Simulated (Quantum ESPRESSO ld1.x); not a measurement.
The numbers below are computed, except where a source is named.
The table gives one normalised radial function P(r) = r R(r) of Cu+ in [Ar] 3d8 4s1 4p1 (r in bohr). Code: ld1.x of Quantum ESPRESSO 7.5. Model: scalar-relativistic Kohn-Sham, LDA (Slater exchange, Perdew-Wang correlation), spin-polarised, spherical densities, point nucleus; open shells are filled with parallel spins first.

r           P
0.00522    0.0077
0.006851   0.0127
0.009065   0.0212
0.0119     0.0346
0.01574    0.0567
0.02067    0.0902
0.02713    0.1404
0.03589    0.2149
0.04711    0.3128
0.06233    0.4363
0.08181    0.5611
0.1083     0.6541
0.1421     0.6479
0.188      0.4696
0.2468     0.0934
0.3239    -0.4309
0.4286    -0.9548
0.5625    -1.2365
0.7443    -1.1770
0.977     -0.8611
1.293     -0.4738
1.697     -0.1962
2.245     -0.0543
2.947     -0.0098
3.868     -0.0010
5.118     0.0000
6.717     0.0000
8.888     0.0000

Which n and l does it have? It may be an empty orbital.

Answer. n = 3, l = 1: the number of nodes gives n - l - 1 = 1, the rise at small r (about r^(l+1)) gives l, and the extent must fit the shell. The curve is that of 3p up; the table hardly tells the two spins or the two j apart. 3p up: eigenvalue -96.189 eV, 1 radial node at r = 0.260 bohr, <r> = 0.738 bohr, 90 % of the charge inside 1.14 bohr.
